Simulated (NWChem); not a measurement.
System: CH3F3Sn; SMILES [CH3][Sn]([F])([F])[F]

Here is an NWChem input.

```
start job
memory heap 200 mb stack 900 mb global 1100 mb
geometry units angstroms noautoz
  C      0.000370    -2.156191     0.008886
  Sn    -0.000158    -0.015719     0.000303
  F      1.050041     0.763531    -1.439173
  F      0.718396     0.776404     1.624583
  F     -1.768943     0.768923    -0.194351
  H     -1.045688    -2.494210    -0.102517
  H      0.426002    -2.489432     0.972571
  H      0.621191    -2.496428    -0.839487
end
basis spherical
  C library def2-svp
  Sn library def2-svp
  F library def2-svp
  H library def2-svp
end
ecp
  Sn library def2-ecp
end
dft
  xc bhlyp
  iterations 150
  mulliken
end
task dft energy
```

NWChem printed, in part:

```
             Northwest Computational Chemistry Package (NWChem) 7.3.0
             --------------------------------------------------------

 C1  symmetry detected

                             Geometry "geometry" -> ""
                             -------------------------

 Output coordinates in angstroms (scale by  1.889725989 to convert to a.u.)

  No.       Tag          Charge          X              Y              Z
 ---- ---------------- ---------- -------------- -------------- --------------
    1 C                    6.0000    -0.00260643    -2.15128241    -0.00181397
    2 Sn                  50.0000    -0.00007789    -0.01079536    -0.00004329
    3 F                    9.0000     1.75030450     0.77162485     0.32587044
    4 F                    9.0000    -1.15519574     0.77487704     1.35291120
    5 F                    9.0000    -0.59195856     0.77714409    -1.67664172
    6 H                    1.0000    -0.35412718    -2.48735829    -0.99397876
    7 H                    1.0000    -0.68636561    -2.48834423     0.79803830
    8 H                    1.0000     1.03167409    -2.48964856     0.18972935

 Effective nuclear repulsion energy (a.u.)     558.4944599806

                                 NWChem DFT Module
                                 -----------------

 Summary of "ao basis" -> "ao basis" (spherical)
 ------------------------------------------------------------------------------
       Tag                 Description            Shells   Functions and Types
 ---------------- ------------------------------  ------  ---------------------
 C                          def2-svp                 6       14   3s2p1d
 Sn                         def2-svp                10       26   4s4p2d
 F                          def2-svp                 6       14   3s2p1d
 H                          def2-svp                 3        5   2s1p

            General Information
            -------------------
          SCF calculation type: DFT
          Wavefunction type:  closed shell.
          No. of atoms     :     8
          No. of electrons :    58
           Alpha electrons :    29
            Beta electrons :    29
          Charge           :     0
          Spin multiplicity:     1
          Use of symmetry is: off; symmetry adaption is: off
          Maximum number of iterations: 150
          AO basis - number of functions:    97
                     number of shells:    43
          Convergence on energy requested:  1.00D-06
          Convergence on density requested:  1.00D-05
          Convergence on gradient requested:  5.00D-04

              XC Information
              --------------
                        BHLYP Method XC Functional
                     Hartree-Fock (Exact) Exchange  0.500
                        Slater Exchange Functional  0.500 local
                    Becke 1988 Exchange Functional  0.500 non-local
              Lee-Yang-Parr Correlation Functional  1.000

             Grid Information
             ----------------
          Grid used for XC integration:  medium
          Radial quadrature: Mura-Knowles
          Angular quadrature: Lebedev.
          Tag              B.-S. Rad. Rad. Pts. Rad. Cut. Ang. Pts.
          ---              ---------- --------- --------- ---------
          C                   0.70       49           9.0       434
          Sn                  1.45      123           9.0       590
          F                   0.50       49          11.0       434
          H                   0.35       45          10.0       434
          Grid pruning is: on
          Number of quadrature shells:   454
          Spatial weights used:  Erf1

      Superposition of Atomic Density Guess
      -------------------------------------

 Sum of atomic energies:        -586.09592466

      Non-variational initial energy
      ------------------------------

 Total energy =    -550.831265
 1-e energy   =   -1432.805411
 2-e energy   =     587.235336
 HOMO         =      -0.416660
 LUMO         =      -0.078235

     ---------------------------------------------
      Total Density - Mulliken Population Analysis
     ---------------------------------------------

    Atom       Charge   Shell Charges
 -----------   ------   -------------------------------------------------------
    1 C    6     6.39   1.99  0.94  0.31  1.92  1.22  0.01
    2 Sn  22    19.90   1.60  0.41  0.77  0.21  3.27  2.72  0.57  0.19  9.78  0.37
    3 F    9     9.72   1.99  1.15  0.81  3.54  2.23  0.00
    4 F    9     9.72   1.99  1.15  0.81  3.54  2.23  0.00
    5 F    9     9.72   1.99  1.15  0.81  3.54  2.23  0.00
    6 H    1     0.85   0.65  0.18  0.03
    7 H    1     0.85   0.65  0.18  0.03
    8 H    1     0.85   0.65  0.18  0.03

   convergence    iter        energy       DeltaE   RMS-Dens  Diis-err
 ---------------- ----- ----------------- --------- --------- ---------
 d= 0,ls=0.0,diis     1   -553.1853712007 -8.48D+02  1.74D-02  1.24D+00
 d= 0,ls=0.0,diis     2   -553.1342374457  5.11D-02  7.98D-03  2.34D+00
 d= 0,ls=0.0,diis     3   -553.3359363240 -2.02D-01  5.85D-04  2.40D-03
 d= 0,ls=0.0,diis     4   -553.3362744449 -3.38D-04  2.09D-04  3.84D-04
 d= 0,ls=0.0,diis     5   -553.3363176772 -4.32D-05  6.35D-05  3.84D-05
  Resetting Diis
 d= 0,ls=0.0,diis     6   -553.3363232357 -5.56D-06  1.86D-05  5.00D-06
 d= 0,ls=0.0,diis     7   -553.3363240138 -7.78D-07  4.60D-06  9.42D-08

         Total DFT energy =     -553.336324013825
      One electron energy =    -1435.319302299425
           Coulomb energy =      643.180765666087
    Exchange-Corr. energy =      -55.936597445899
 Nuclear repulsion energy =      294.738810065412

 Numeric. integr. density =       58.000010081768

                       DFT Final Molecular Orbital Analysis
                       ------------------------------------

 Vector   27  Occ=2.000000D+00  E=-4.736539D-01
              MO Center=  3.6D-01,  7.5D-01, -6.7D-02, r^2= 3.5D+00
   Bfn.  Coefficient  Atom+Function         Bfn.  Coefficient  Atom+Function
  ----- ------------  ---------------      ----- ------------  ---------------
    44      0.362495  3 F  px                58      0.291207  4 F  px
    72      0.290620  5 F  px                47     -0.259070  3 F  px
    45     -0.234065  3 F  py                61     -0.206973  4 F  px
    75     -0.206536  5 F  px                48      0.172605  3 F  py
    74      0.164640  5 F  pz                73      0.154375  5 F  py

 Vector   28  Occ=2.000000D+00  E=-4.725520D-01
              MO Center=  6.3D-03,  7.7D-01,  2.1D-04, r^2= 3.6D+00
   Bfn.  Coefficient  Atom+Function         Bfn.  Coefficient  Atom+Function
  ----- ------------  ---------------      ----- ------------  ---------------
    46      0.378447  3 F  pz                72      0.361933  5 F  px
    58     -0.291545  4 F  px                49     -0.279940  3 F  pz
    75     -0.267756  5 F  px                60     -0.248243  4 F  pz
    61      0.215691  4 F  px                63      0.183685  4 F  pz
    74     -0.126703  5 F  pz                77      0.093766  5 F  pz

 Vector   29  Occ=2.000000D+00  E=-4.202651D-01
              MO Center= -9.1D-04, -8.7D-01, -6.8D-04, r^2= 3.6D+00
   Bfn.  Coefficient  Atom+Function         Bfn.  Coefficient  Atom+Function
  ----- ------------  ---------------      ----- ------------  ---------------
     5      0.372662  1 C  py                26     -0.282072  2 Sn py
     8      0.238315  1 C  py                17      0.219995  2 Sn s
    45     -0.211404  3 F  py                59     -0.211517  4 F  py
    73     -0.211622  5 F  py                48      0.150294  3 F  py
    62      0.150374  4 F  py                76      0.150449  5 F  py

 Vector   30  Occ=0.000000D+00  E=-3.948879D-02
              MO Center= -6.4D-04, -2.6D-01, -4.3D-04, r^2= 4.0D+00
   Bfn.  Coefficient  Atom+Function         Bfn.  Coefficient  Atom+Function
  ----- ------------  ---------------      ----- ------------  ---------------
    18      0.845827  2 Sn s                  3     -0.708533  1 C  s
    17      0.587842  2 Sn s                  8     -0.333088  1 C  py
     5     -0.277925  1 C  py                16     -0.269508  2 Sn s
    15     -0.216140  2 Sn s                 43     -0.213940  3 F  s
    57     -0.214026  4 F  s                 71     -0.214058  5 F  s

 Vector   31  Occ=0.000000D+00  E= 4.109354D-02
              MO Center=  1.1D-01, -2.9D-01,  1.6D-01, r^2= 4.2D+00
   Bfn.  Coefficient  Atom+Function         Bfn.  Coefficient  Atom+Function
  ----- ------------  ---------------      ----- ------------  ---------------
    30      0.833911  2 Sn pz                27      0.381430  2 Sn pz
    84      0.306218  6 H  s                 71      0.280244  5 F  s
    89     -0.189865  7 H  s                 57     -0.173754  4 F  s
    28      0.171435  2 Sn px                83      0.152662  6 H  s
     9      0.144344  1 C  pz                37     -0.142352  2 Sn d -1

 Vector   32  Occ=0.000000D+00  E= 4.110783D-02
              MO Center= -1.1D-01, -2.9D-01, -1.6D-01, r^2= 4.2D+00
   Bfn.  Coefficient  Atom+Function         Bfn.  Coefficient  Atom+Function
  ----- ------------  ---------------      ----- ------------  ---------------
    28      0.833991  2 Sn px                25      0.381381  2 Sn px
    94     -0.286620  8 H  s                 43     -0.262239  3 F  s
    89      0.244109  7 H  s                 57      0.223379  4 F  s
    30     -0.171406  2 Sn pz                 7      0.144384  1 C  px
    93     -0.142756  8 H  s                 36     -0.142028  2 Sn d -2

     ---------------------------------------------
      Total Density - Mulliken Population Analysis
     ---------------------------------------------

    Atom       Charge   Shell Charges
 -----------   ------   -------------------------------------------------------
    1 C    6     6.32   1.99  0.89  0.30  2.04  1.09  0.02
    2 Sn  22    20.59   1.60  0.42  0.93  0.04  3.26  2.75  1.03  0.24  9.79  0.54
    3 F    9     9.47   1.99  1.12  0.84  3.31  2.20  0.00
    4 F    9     9.47   1.99  1.12  0.84  3.31  2.20  0.00
    5 F    9     9.47   1.99  1.12  0.84  3.31  2.20  0.00
    6 H    1     0.89   0.72  0.15  0.03
    7 H    1     0.89   0.72  0.15  0.03
    8 H    1     0.89   0.72  0.15  0.03

     -------------------------------------------
      Total Density - Lowdin Population Analysis
     -------------------------------------------

    Atom       Charge   Shell Charges
 -----------   ------   -------------------------------------------------------
    1 C    6     6.21   1.97  0.59  0.35  1.82  1.44  0.04
    2 Sn  22    20.92   1.17  0.75  0.66  0.31  3.01  2.83  1.08  0.50  9.53  1.08
    3 F    9     9.35   1.98  1.03  0.81  3.21  2.32  0.00
    4 F    9     9.35   1.98  1.03  0.81  3.21  2.32  0.00
    5 F    9     9.35   1.98  1.03  0.81  3.21  2.32  0.00
    6 H    1     0.94   0.62  0.25  0.07
    7 H    1     0.94   0.62  0.25  0.07
    8 H    1     0.94   0.62  0.25  0.07

     Multipole analysis of the density
     ---------------------------------

     L   x y z        total         alpha         beta         nuclear
     -   - - -        -----         -----         ----         -------
     0   0 0 0     -0.000000    -29.000000    -29.000000     58.000000

     1   1 0 0     -0.002821     -0.003471     -0.003471      0.004121
     1   0 1 0     -1.968130     -1.269669     -1.269669      0.571208
     1   0 0 1     -0.001878     -0.002084     -0.002084      0.002290

     2   2 0 0    -37.357241    -97.950924    -97.950924    158.544606
     2   1 1 0      0.008615     -0.018138     -0.018138      0.044891
     2   1 0 1     -0.000049     -0.000016     -0.000016     -0.000017
     2   0 2 0    -31.369857   -127.362731   -127.362731    223.355605
     2   0 1 1      0.006101     -0.012713     -0.012713      0.031528
     2   0 0 2    -37.355626    -97.937702    -97.937702    158.519778
```

Level: BHandHLYP/def2-SVP with def2 effective core potentials on Sn. Geometry: optimised at PBE-D3(BJ)/def2-SVP. def2 effective core potentials on Sn; no spin-orbit coupling.
